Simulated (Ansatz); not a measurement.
CH4S2, SMILES `CSS` (C–S–S–H torsion 88°) (charge 0, multiplicity 1).

Z-matrix (Å, degrees):
```
C
H 1 1.0892
H 1 1.0897 2 110.36
H 1 1.0928 2 109.32 3 120.18
S 1 1.8023 2 110.74 4 116.40
S 5 2.0366 1 102.96 2 56.75
H 6 1.3486 5 99.27 1 87.55
```
Charge 0, multiplicity 1.

Frozen-core energies in 6-31g from Ansatz (a program for electronic structure) at a geometry from PBE0-D3(BJ)/def2-TZVP; the HF reference has <S^2> = 0.00 and the T1 diagnostic is 0.009.

```tsv
level	energy (Ha)
HF	-835.10826
MP2	-835.30569
CCSD	-835.33920
```

**Question.** Estimate the energies of CCSD(T), CCSDT, CCSDT(Q) and CCSDTQ, and give each level's difference from CCSDTQ.

**Answer.** 
| level | energy (Ha) | difference from CCSDTQ (mHa) |
|---|---|---|
| MP2 | -835.30569 | 38.84 |
| CCSD | -835.33920 | 5.33 |
| CCSD(T) | -835.34365 | 0.88 |
| CCSDT | -835.34420 | 0.33 |
| CCSDT(Q) | -835.34453 | 0.00 |
| CCSDTQ | -835.34453 | 0.00 |
